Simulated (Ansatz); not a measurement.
Two isomers of CH6BNO2: A = `OBNCO`, B = `NCB(O)O`.

Computed with Ansatz on PBE0-D4/def2-TZVP structures; ΔE is electronic, products minus reactants. CBS: MP2 limit from def2 TZ/QZ plus the TZ coupled-cluster correction, frozen cores. This one scheme is used for every species. DFT in def2-TZVPP. B3LYP here is the variant with VWN-RPA as its local correlation; programs differ in this. One conformer a species, not always the lowest.

Problem. Which is lower in electronic energy at CCSD(T)/CBS, and by how much? (Best estimate.)

Solution. Computed: B, by 92.1 kJ/mol.

Problem. Give E(B) − E(A) in kJ/mol with CCSD(T)/def2-TZVPP, PBE0-D4, ωB97M-V, MP2/def2-TZVPP, CCSD/def2-TZVPP, B3LYP, B3LYP-D4. (Estimate.)

Solution. Computed: CCSD(T)/def2-TZVPP -90.9, PBE0-D4 -90.0, ωB97M-V -91.8, MP2/def2-TZVPP -93.5, CCSD/def2-TZVPP -90.9, B3LYP -84.8, B3LYP-D4 -86.5. None reverses the order clearly.

Largest T1 diagnostic: 0.012.

In def2-TZVPP, CCSD(T) changes the Hartree–Fock value by −8.8 kJ/mol (the triples alone add −0.0 kJ/mol) and MP2 by −11.5 kJ/mol.
